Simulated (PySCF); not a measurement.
C₄H₉O₂, SMILES C(O[CH2])COC, multiplicity 2. Geometry: PBE0-D3(BJ)/def2-SVP. The isomer is the one that the SMILES or the coordinates give; other isomers of the formula were not compared. Other conformers were not sampled.

Computed equilibrium geometry at PBE0-D3(BJ)/def2-SVP (PySCF confirms it by a frequency run) as Cartesian coordinates in Å (one conformer of several):
```xyz
15

C      2.7455     0.3497    -0.3570
O      1.4383     0.5328    -0.1055
C      0.7874    -0.5238     0.5523
C     -0.6697    -0.1914     0.7208
O     -1.3122    -0.2600    -0.5126
C     -2.6502     0.1185    -0.4607
H      3.3085    -0.3468     0.2760
H      3.2337     1.2107    -0.8153
H      1.2433    -0.6911     1.5479
H      0.8850    -1.4575    -0.0311
H     -0.7592     0.8219     1.1645
H     -1.1159    -0.9060     1.4452
H     -3.2409    -0.5269     0.2212
H     -3.0677     0.0277    -1.4731
H     -2.7730     1.1672    -0.1233
```
Charge 0, spin multiplicity 2.
